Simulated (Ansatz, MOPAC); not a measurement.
Potential energy curve for Zr(Cl)3(OH), HCl3OZr, SMILES [OH][Zr]([Cl])([Cl])[Cl], singlet. The Zr1–Cl6 bond (Zr1 also carries Cl, Cl, O; Cl6 carries nothing else) is varied alone, starting from the PBE0/def2-TZVP, def2 effective core potentials past Kr optimised geometry. Each curve is given relative to its own lowest point near equilibrium.

```csv
R / Å,A,B,C
1.91,90.1,96.6,98.8
2.05,38.9,35.2,37.0
2.19,11.9,7.5,8.6
2.27,4.1,1.4,1.9
2.34,0.7,0.0,0.0
2.43,0.0,2.1,1.4
2.52,2.3,7.3,5.8
2.63,8.1,16.2,13.8
2.83,23.1,36.3,32.2
3.09,45.4,63.9,57.8
3.39,69.2,93.1,84.8
3.84,96.3,128.8,117.3
4.36,116.4,155.4,143.5
4.95,131.3,170.5,162.0
5.76,146.2,179.8,175.7
6.83,162.7,184.6,183.9
```

Energies in mEh.

### Question
Which curve belongs to which method? The methods are PM7, restricted, heats of formation (MOPAC); restricted PBE/def2-TZVP, def2 effective core potentials past Kr (Ansatz, an electronic-structure program); Ansatz with unrestricted PBE0/def2-TZVP, def2 effective core potentials past Kr.

### Answer
A is PM7; B is UKS-PBE0; C is RKS-PBE.

The restricted form behind RKS-PBE, PM7 keeps the bonding electrons paired and can't separate into open-shell fragments. The unrestricted determinant behind UKS-PBE0 is spin-contaminated at 4.36 to 6.83 Å (<S²> up to 0.8, against 0.00 for a pure singlet).
